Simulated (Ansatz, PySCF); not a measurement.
TlCl, SMILES [Cl][Tl].

Coordinates come from a B3LYP-D3(BJ)/def2-TZVP optimisation. The def2 effective core potentials stand for the cores of Tl; spin–orbit coupling is left out.

Vertical ionisation energy (IE) and electron affinity (EA) in eV. Rows of orbital energies are one-electron estimates. Where ΔSCF, EOM or ADC give a negative EA the extra electron is unbound and the value depends on the basis.

```
level                                                                      IE    EA
-----------------------------------------------------------------------  ----  ----
−ε(HOMO), −ε(LUMO), B3LYP/def2-TZVPD (PySCF)                             7.36  2.13
−ε(HOMO), −ε(LUMO), CAM-B3LYP/def2-TZVPD (PySCF)                         8.76  1.12
−ε(HOMO), −ε(LUMO), PBE/def2-TZVPD (PySCF)                               6.49  2.50
ΔSCF, ωB97X-V/def2-TZVPD (Ansatz), final states of multiplicity 2 and 2  9.76  0.19
ΔSCF, PBE/def2-TZVPD (Ansatz), final states of multiplicity 2 and 2      9.74  0.25
```

Question: What vertical singlet–triplet gap does ΔSCF give with ωB97X-V/def2-TZVPD (Ansatz, a program for electronic structure) and with PBE/def2-TZVPD (Ansatz)? (Estimate from the structure and the level; the computed values follow.)

Answer: 4.21 and 4.13 eV (triplet above singlet where positive).
